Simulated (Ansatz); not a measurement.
System: sum formula Si₂N₂H₉ (charge +1, singlet). It need not be the lowest isomer of its formula. 
Coordinates optimised at B3LYP-D3(BJ)/def2-TZVP (Ansatz, an electronic-structure program):
```
N
H 1 1.0225
H 1 1.0228 2 104.86
Si 1 1.8687 2 109.73 3 117.50
H 4 1.4679 1 103.51 2 -161.08
H 4 1.4685 5 114.60 1 -114.13
H 4 1.4694 5 113.98 6 -134.11
Si 1 1.9029 2 108.42 3 -115.40
N 8 1.6765 1 109.94 2 73.25
H 9 1.0086 8 123.60 1 -94.29
H 9 1.0086 10 112.20 8 169.92
H 8 1.4666 9 114.16 10 17.18
H 8 1.4676 12 116.92 1 107.06
```
Charge +1, spin multiplicity 1.

Total electronic energies in hartree. Cores are frozen in the correlated levels unless marked. Spin-orbit coupling is left out. Non-relativistic. CBS(X,Y): correlation extrapolated as X^-3; Hartree-Fock from the larger set.

| level | program | energy (Eh) |
|---|---|---|
| SVWN5/def2-TZVPD | Ansatz | -690.51791 |
| BLYP-D3(BJ)/def2-TZVPD | Ansatz + dftd3 | -693.76053 |
| revPBE/def2-TZVPD | Ansatz | -693.63162 |
| PBE0/STO-3G | Ansatz | [?] |
| PBE0-D3(BJ)/def2-TZVP | Ansatz + dftd3 | -693.42439 |
| PBE0/def2-TZVPD | Ansatz | -693.41617 |
| PBE0/def2-QZVPP | Ansatz | [?] |
| B2GP-PLYP-D3(BJ)/def2-TZVPD | Ansatz + dftd3 | [?] |
| MP2/STO-3G | Ansatz | -684.05244 |
| MP2/cc-pV(D+d)Z | Ansatz | -692.41823 |
| MP2/cc-pVTZ | Ansatz | -692.61326 |
| MP2/cc-pV(Q+d)Z | Ansatz | -692.68481 |
| SCS-MP2/STO-3G | Ansatz | -684.07140 |
| CCSD(T)/cc-pVTZ | Ansatz | -692.69205 |
| CCSD(T)/CBS(cc-pV(T+d)Z,cc-pV(Q+d)Z) | Ansatz | -692.7897 |

**Question.** Some entries are withheld; supply them.

**Answer.** 
- PBE0/STO-3G, energy (Eh): -685.27668
- PBE0/def2-QZVPP, energy (Eh): -693.44594
- B2GP-PLYP-D3(BJ)/def2-TZVPD, energy (Eh): -693.36157
